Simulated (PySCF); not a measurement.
**Polarisability and C₆ of O⁺ (oxygen, charge +1)**

[He] 2s2 2p3, high-spin 4S determinant. Calculation: PySCF 2.14, in aug-cc-pVTZ-DK; the spin-free X2C one-electron Hamiltonian (Gaussian nucleus). Coupled (time-dependent) response in atomic units; α is the mean over directions.

```
 method  mean α (bohr³)  C₆ (like pair)  S(−4)
    UHF           2.632           4.991  4.930
    PBE           2.687           5.337  4.261
   PBE0           2.639           5.177  4.232
r2SCAN0           2.650           5.244  4.327
    M06           2.524           4.866  3.745
```

S(−4) is the Cauchy moment in α(ω) = α(0) + S(−4) ω² + …

α(iu) at PBE0:

```tsv
u (hartree)	α(iu) (bohr³)
0	2.639
0.0500	2.629
0.100	2.598
0.200	2.486
0.300	2.330
0.500	1.982
0.750	1.595
1.00	1.290
1.50	0.8761
2.00	0.6254
3.00	0.3591
5.00	0.1605
```

A single London oscillator, α(iu) = α/(1 + u²/ω²), gives C₆ = (3/4) ω α². Matching the computed C₆ needs ω = 4 × 5.177 / (3 × 2.639²) = 0.991 hartree.

For an ion, C₆ is the dispersion term alone; charge-induced terms of lower order in 1/R come first.
